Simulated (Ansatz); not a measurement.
Program: Ansatz. Geometries: PBE0-D4/def2-TZVP. ΔE: electronic, gas phase. CCSD(T)/CBS adds triple-zeta CCSD(T) − MP2 to the extrapolated MP2 energy (def2 sets, frozen cores). Functionals use def2-TZVPP. Elements past krypton have def2 core potentials. For Te outer-core shells are correlated without core-valence functions, which leaves a few kJ/mol of doubt a bond. Each species was taken in one conformer, which may not be the lowest.

Reaction (substitution at a C–Si bond): `NC[SiH2][NH][AlH2]` + H₂Te → `NC[TeH]` + `[AlH2][NH][SiH3]`

| species | ωB97X-V energy (Eh) |
| --- | --- |
| `NC[SiH2][NH][AlH2]` | -684.94049 |
| H₂Te | -269.19445 |
| `NC[TeH]` | -363.86348 |
| `[AlH2][NH][SiH3]` | -590.25981 |

Work out ΔE.

ΔE = (-363.86348) + (-590.25981) − (-684.94049) − (-269.19445) = 0.01165 Eh = +7.3 kcal/mol. CCSD(T)/CBS gives +5.8 kcal/mol.

Largest T1 diagnostic among the species: 0.011.

From PBE to PBE0 (25 % exact exchange), in def2-TZVPP and without D4, ΔE moves by +0.8 kcal/mol.
